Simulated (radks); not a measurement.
Results of a calculation; reference values are marked as such.
Excited configurations of the technetium ion Tc3+: one electron is placed in a higher orbital outside [Kr] 4d3. The ground configuration is [Kr] 4d4. Code: a radial shooting solver on a logarithmic mesh with Libxc functionals. Model: scalar-relativistic Kohn-Sham, PBEsol, spin-unpolarised, spherical densities, finite nucleus; Fermi nuclear charge, rms radius 4.4112 fm. Excitation = E - E(ground); binding = E(ion) - E, where the ion is the core of charge +4; n* = 4/sqrt(2 binding) in atomic units, and the quantum defect is n - n*.

outer orbital  excitation (eV)  binding (eV)     n*  quantum defect  eigenvalue (eV)  <r> (bohr)
5d                      24.042        17.968  3.481           1.519          -15.565       3.940
6f                      34.926         7.084  5.543           0.457           -6.219       10.12
7d                      34.623         7.387  5.428           1.572           -6.581       10.59
7f                      36.830         5.180  6.483           0.517           -4.604       14.51

Estimate the row for 5f.

Answer. excitation (eV) 31.824; binding (eV) 10.186; n* 4.623; quantum defect 0.377; eigenvalue (eV) -8.727; <r> (bohr) 6.471. The Delta-SCF ionisation energy is 42.010 eV (NIST Atomic Spectra Database: 41 eV, theoretical). Self-interaction in the functional shifts the binding energies and quantum defects, so they are the method's values and not measured ones. Spin polarisation and multiplet splitting are left out, so open shells lie too high by an amount that depends on their filling.

Beside tabulated values, note that spin-unpolarised runs miss the spin-polarisation part of the exchange energy of open shells.
